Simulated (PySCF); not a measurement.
**Sulfur: a sound run and one with changed settings**

Sound run: S⁺ [Ne] 3s2 3p3, S²⁺ [Ne] 3s2 3p2. Calculation: PySCF 2.14, in aug-cc-pVDZ-DK; scalar relativity by spin-free X2C-1e. In the sound run the correlated levels freeze [Ne]. The sound run starts from symmetry-adapted Hartree-Fock orbitals and uses a fine grid where one is needed.

Changed run: a valence shell is frozen. This setting is unsound on purpose.

```csv
species,method,sound run (hartree),changed run (hartree),converged
S⁺,MP2,-398.30989,-398.25717,yes
S⁺,CCSD(T),-398.32972,-398.26310,yes
S²⁺,MP2,-397.45833,-397.41083,yes
S²⁺,CCSD(T),-397.48063,-397.41320,yes
```

Ionisation energy of S⁺:

| method | sound run (eV) | changed run (eV) |
| --- | --- | --- |
| UHF | 22.721 | 22.721 |
| MP2 | 23.172 | 23.030 |
| SCS-MP2 | 23.014 | 22.824 |
| CCSD | 23.097 | 23.126 |
| CCSD(T) | 23.105 | 23.127 |

Freezing a valence shell removes pair correlation that changes on ionisation.

For comparison, NIST gives 23.338 eV between the lowest levels.
